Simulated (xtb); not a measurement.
xtb input (GFN2-xTB):

```bash
xtb mol.xyz --gfn 2 --sp --chrg 0 --uhf 0
```
mol.xyz:
```
9

Br    -1.38826881    -1.83565479    -0.59933828
C     -0.16524257    -0.45040342    -0.14928336
C      1.24577345    -0.65469239    -0.23586500
C      1.97929154     0.42915037     0.11910222
Se     0.89783719     1.87136899     0.61757027
C     -0.57388804     0.77202123     0.26676680
H      1.67770053    -1.59141321    -0.55618495
H      3.05316254     0.51534405     0.13443430
H     -1.58352552     1.12098636     0.39687712
```

End of the output:

```
         :::::::::::::::::::::::::::::::::::::::::::::::::::::
         ::                     SUMMARY                     ::
         :::::::::::::::::::::::::::::::::::::::::::::::::::::
         :: total energy             -17.314415345893 Eh    ::
         :: gradient norm              0.014388750369 Eh/a0 ::
         :: HOMO-LUMO gap              3.350830853856 eV    ::
         ::.................................................::
         :: SCC energy               -17.503965933194 Eh    ::
         :: -> isotropic ES            0.004735452183 Eh    ::
         :: -> anisotropic ES          0.000008455039 Eh    ::
         :: -> anisotropic XC          0.006141769810 Eh    ::
         :: -> dispersion             -0.008703298372 Eh    ::
         :: repulsion energy           0.189550587301 Eh    ::
         :: add. restraining           0.000000000000 Eh    ::
         :: total charge              -0.000000000000 e     ::
         :::::::::::::::::::::::::::::::::::::::::::::::::::::

           -------------------------------------------------
          |                Property Printout                |
           -------------------------------------------------

    * Orbital Energies and Occupations

         #    Occupation            Energy/Eh            Energy/eV
      -------------------------------------------------------------
         1        2.0000           -0.8406716             -22.8758
       ...           ...                  ...                  ...
         4        2.0000           -0.6324503             -17.2098
         5        2.0000           -0.5916842             -16.1005
         6        2.0000           -0.5601130             -15.2415
         7        2.0000           -0.5427033             -14.7677
         8        2.0000           -0.5025745             -13.6757
         9        2.0000           -0.4973324             -13.5331
        10        2.0000           -0.4933083             -13.4236
        11        2.0000           -0.4707214             -12.8090
        12        2.0000           -0.4564693             -12.4212
        13        2.0000           -0.4358731             -11.8607
        14        2.0000           -0.4148124             -11.2876
        15        2.0000           -0.4126787             -11.2296
        16        2.0000           -0.3953720             -10.7586 (HOMO)
        17                         -0.2722312              -7.4078 (LUMO)
        18                         -0.2414253              -6.5695
        19                         -0.2002865              -5.4501
        20                         -0.1966506              -5.3511
        21                         -0.1236378              -3.3644
        22                          0.0331601               0.9023
        23                          0.0370790               1.0090
        24                          0.0385932               1.0502
        25                          0.0506574               1.3785
        26                          0.0606655               1.6508
        27                          0.0833876               2.2691
       ...                                ...                  ...
        37                          0.7558249              20.5670
      -------------------------------------------------------------
                  HL-Gap            0.1231408 Eh            3.3508 eV
             Fermi-level           -0.3338016 Eh           -9.0832 eV

     #   Z          covCN         q      C6AA      α(0)
     1  35 Br       1.031    -0.162   189.516    22.197
     2   6 C        3.107     0.076    26.163     8.381
     3   6 C        3.124    -0.043    28.867     8.798
     4   6 C        2.921    -0.036    28.887     8.814
     5  34 Se       2.310     0.019   235.109    26.718
     6   6 C        2.976    -0.046    29.147     8.856
     7   1 H        0.926     0.060     2.202     2.320
     8   1 H        0.926     0.064     2.158     2.297
     9   1 H        0.926     0.069     2.101     2.267

 Mol. C6AA /au·bohr⁶  :       2994.005136
 Mol. C8AA /au·bohr⁸  :     135524.432536
 Mol. α(0) /au        :         90.646575

Wiberg/Mayer (AO) data.
largest (>0.10) Wiberg bond orders for each atom

 ---------------------------------------------------------------------------
     #   Z sym  total        # sym  WBO       # sym  WBO       # sym  WBO
 ---------------------------------------------------------------------------
     1  35 Br   1.127 --     2 C    0.978
     2   6 C    3.934 --     6 C    1.612     3 C    1.222     1 Br   0.978
     3   6 C    3.987 --     4 C    1.654     2 C    1.222     7 H    0.961
                             5 Se   0.104
     4   6 C    3.964 --     3 C    1.654     5 Se   1.215     8 H    0.956
                             6 C    0.107
     5  34 Se   2.740 --     4 C    1.215     6 C    1.207     3 C    0.104
     6   6 C    3.960 --     2 C    1.612     5 Se   1.207     9 H    0.957
                             4 C    0.107
     7   1 H    0.996 --     3 C    0.961
     8   1 H    0.996 --     4 C    0.956
     9   1 H    0.995 --     6 C    0.957
 ---------------------------------------------------------------------------

Topologies differ in total number of bonds
Writing topology from bond orders to xtbtopo.mol

molecular dipole:
                 x           y           z       tot (Debye)
 q only:        0.600       0.547       0.176
   full:        0.803       0.654       0.210       2.686
molecular quadrupole (traceless):
                xx          xy          yy          xz          yz          zz
 q only:        2.001      -2.850      -1.638      -0.986      -0.438      -0.362
  q+dip:        4.005      -6.922      -3.979      -2.372      -1.387      -0.027
   full:        3.691      -6.031      -4.037      -2.063      -1.565       0.347

           -------------------------------------------------
          | TOTAL ENERGY              -17.314415345893 Eh   |
          | GRADIENT NORM               0.014388750369 Eh/α |
          | HOMO-LUMO GAP               3.350830853856 eV   |
           -------------------------------------------------
Note: The following floating-point exceptions are signalling: IEEE_UNDERFLOW_FLAG IEEE_DENORMAL
normal termination of xtb

------------------------------------------------------------------------
------------------------------------------------------------------------
 total:
 SCF:
```
